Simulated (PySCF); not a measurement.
Basis and Hamiltonian dependence of the excitation energy of B

B [He] 2s2 2p1 (2P) → B [He] 2s1 2p2 (4P). Calculated with PySCF 2.14 from differences of total energies of unrestricted determinants, without spin-orbit coupling. Values in eV.

```csv
basis,Hamiltonian,functions,UHF,LDA,PBE0,MP2 (valence),CCSD(T) (valence),CCSD(T) (valence and next inner shell)
aug-cc-pwCVDZ,non-relativistic,27,2.229,3.317,3.252,3.034,3.547,3.543
dyall-av2z,non-relativistic,42,2.187,3.282,3.216,3.026,3.530,n/a
x2c-QZVPPall,spin-free X2C,57,2.194,3.290,3.225,3.141,3.579,3.557
aug-cc-pwCVTZ,non-relativistic,59,2.197,3.292,3.229,3.120,3.573,3.556
aug-cc-pCVTZ-DK,spin-free X2C,59,2.202,3.297,3.234,3.117,3.574,3.570
"aug-cc-pVTZ with one added diffuse shell each of s, p, d, f type",non-relativistic,62,2.199,3.294,3.230,3.099,3.562,n/a
def2-QZVPPD,non-relativistic,63,2.189,3.285,3.220,3.136,3.574,3.552
dyall-av3z,spin-free X2C,71,2.194,3.290,3.224,3.127,3.578,n/a
"x2c-QZVPPall with one added diffuse shell each of s, p, d, f type",spin-free X2C,73,2.194,3.291,3.225,3.143,3.579,3.557
"aug-cc-pCVTZ-DK with one added diffuse shell each of s, p, d, f type",spin-free X2C,75,2.202,3.297,3.234,3.117,3.574,3.570
dyall-acv3z,non-relativistic,76,2.188,3.284,3.219,3.121,3.572,3.573
aug-cc-pVQZ,non-relativistic,80,2.191,3.287,3.224,3.150,3.581,n/a
aug-cc-pVQZ-DK,spin-free X2C,80,2.196,3.293,3.230,3.155,3.586,n/a
aug-cc-pV5Z,non-relativistic,127,2.189,3.285,3.220,3.171,n/a,n/a
```

Frozen in the all-electron rows: valence and next inner shell: nothing; valence: 1s2.
